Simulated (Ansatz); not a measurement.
The same path of C$_{2}$H$_{10}$SSi$_{2}$ (15 atoms, charge 0, multiplicity 1) was run twice with different band settings. Lost on the way: Si3–H9. Made: S2–H9.

The calculation used RKS revPBE-D4/STO-3G (Ansatz).

Relaxed end points:

```xyz
15
Properties=species:S:1:pos:R:3
C -1.514 0.740 2.052
S 0.276 0.821 1.658
Si 0.128 0.242 -0.403
C -0.477 -1.546 -0.572
Si 2.142 0.504 -1.396
H -1.652 1.070 3.101
H -1.927 -0.288 1.967
H -2.124 1.406 1.404
H -0.874 1.084 -1.060
H -0.574 -1.828 -1.637
H 0.221 -2.259 -0.098
H -1.467 -1.683 -0.101
H 2.586 1.891 -1.333
H 3.157 -0.320 -0.752
H 2.079 0.117 -2.800
```

```xyz
15
Properties=species:S:1:pos:R:3
C -1.633 0.786 1.888
S 0.090 0.739 1.207
Si -0.424 0.224 -1.091
C -0.362 -1.678 -0.674
Si 1.852 0.382 -1.545
H -1.662 1.367 2.831
H -1.933 -0.259 2.091
H -2.328 1.224 1.143
H 0.187 2.106 1.056
H -0.299 -2.254 -1.617
H 0.491 -2.007 -0.050
H -1.286 -2.021 -0.167
H 2.375 1.733 -1.334
H 2.752 -0.475 -0.769
H 2.159 0.084 -2.942
```

Common settings: movable images 7; climbing image yes; optimiser quadratic models (default); start path through a guess of the saddle point; force threshold 0.05 eV/Å; iteration limit 60; end points relaxed.

| run | spring |
| --- | --- |
| 1 | 5.0 eV/Å² |
| 2 | 20.0 eV/Å² |

**Question.** What does each run give, and how far can it be trusted?

**Answer.** Run 1: converged after 10 iterations, highest image 3.149 eV above the first end. Neighbouring images differ by up to 1.8 eV, so the band resolves the path poorly. A vibrational analysis at the climbing image gives one clearly imaginary mode, 665i cm⁻¹: a first-order saddle point.
Run 2: converged after 11 iterations, highest image 3.150 eV above the first end. Neighbouring images differ by up to 1.8 eV, so the band resolves the path poorly. Another band between the same ends (7 images) ends at a top of the same energy, where a vibrational analysis finds 1 clearly imaginary mode.
The orbitals stay closed-shell, which can raise the energy where a bond breaks towards radicals; this wasn't checked here. Limits of this set-up: minimal basis.
